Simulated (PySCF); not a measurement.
C8H9BO2Si.
SMILES: `OB(O)c1cccc2c1C=C[SiH2]2`

Method used: TDDFT B3LYP/def2-SVPD, vertical, gas phase, core orbitals frozen in the response (PySCF). Isolated species at its PBE0-D3(BJ)/def2-SVP geometry (one conformer only). Torsions of this conformer, `[OH:1][B:2]([OH:3])[c:4]1[cH:5][cH:6][cH:7][c:8]2[c:9]1[CH:10]=[CH:11][SiH2:12]2`: O1–B2–C4–C5 -33°, H–O1–B2–O3 -1°, H–O3–B2–O1 173°.

```
state  E (eV)  λ (nm)       f  |μ| (D)  main configurations (H = HOMO, L = LUMO)
   S1    4.22   293.8   0.084     2.29                    H→L (84%), H→L+1 (12%)
   S2    4.45   278.9   0.018     1.03        H-1→L (51%), H→L+1 (39%), H→L (9%)
   S3    5.20   238.3   0.323     4.05                  H→L+1 (44%), H-1→L (43%)
   S4    5.42   228.9  0.0033     0.40                               H-2→L (95%)
   S5    5.67   218.7   0.010     0.68                               H→L+2 (91%)
   S6    5.79   214.1   0.183     2.89                             H-1→L+1 (80%)
   S7    5.99   207.0  0.0054     0.49                               H→L+3 (91%)
   S8    6.01   206.4  0.0062     0.52                  H-3→L (55%), H→L+4 (38%)
   S9    6.06   204.5  0.0025     0.33                H-4→L (51%), H-2→L+1 (36%)
  S10    6.09   203.7  0.0067     0.54                H-2→L+1 (57%), H-4→L (33%)
```

Triplets, Tamm–Dancoff:

```csv
state,E (eV),λ (nm),"main configurations (H = HOMO, L = LUMO)"
T1,2.94,421.9,H→L (93%)
T2,3.95,314.2,"H→L+1 (57%), H-1→L (36%)"
T3,4.11,301.9,"H-1→L+1 (61%), H→L+1 (19%), H-1→L (8%)"
T4,4.26,290.9,"H-1→L (52%), H-1→L+1 (24%), H→L+1 (21%)"
```

The lowest singlet comes at 294 nm (407 kJ/mol) in the ultraviolet; it is of moderate strength; its leading configuration is HOMO→LUMO (84%). The most intense listed level is S3 at 5.20 eV (238 nm, f = 0.323), 0.98 eV above S1. Löwdin shares by element: HOMO carbon 63% or more (atoms not listed hold the other 37%); LUMO carbon 57% or more (atoms not listed hold the other 43%). Orbital energies (eV): HOMO-3 -8.58, HOMO-2 -8.34, HOMO-1 -7.22, HOMO -6.54, LUMO -1.80, LUMO+1 -1.14, LUMO+2 -0.17. The listed states span 1.87 eV, and the widest gap between neighbours is 0.76 eV (S2 to S3). Of the 10 states listed, 5 reach f = 0.01 and none stays under 0.0005. Only the lowest 10 singlets were computed, as vertical energies without vibronic structure.

Hardware: an Arm Neoverse V2 with one thread (shared host). Cost: 2.6 min wall, 1.4 GiB resident at most.
